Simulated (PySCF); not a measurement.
## Working out the ionisation energy of Sn⁺

Sn⁺ [Kr] 4d10 5s2 5p1 (2P) → Sn²⁺ [Kr] 4d10 5s2 (1S). All numbers are calculated (PySCF 2.14, a scalar-relativistic core potential, in def2-SVP with the def2 core potential (28 electrons) (4s4p2d, 26 functions)). Frozen: 4s2 4p6 4d10. Energies in hartree (1 hartree = 27.21139 eV):

```csv
part,Sn⁺ (lower),Sn²⁺ (upper)
UHF,-213.084290,-212.580155
CCSD correlation,-0.039841,-0.032393
(T),-0.000369,0.000000
```

What does Hartree-Fock give?

(-212.580155) − (-213.084290) = 0.504135 hartree = 13.718 eV.

What do CCSD and CCSD(T) give?

The CCSD correlation energies differ by 0.007448 hartree = 0.203 eV and the triples by 0.000369 hartree = 0.010 eV, so CCSD gives 13.921 eV and CCSD(T) 13.931 eV.

Measured between the centres of the two terms (NIST): 14.282 eV, so CCSD(T) (valence) is off by -0.351 eV.

A double-zeta basis recovers only part of the correlation energy.

What remains against the reference includes basis incompleteness, the frozen core and higher excitations.
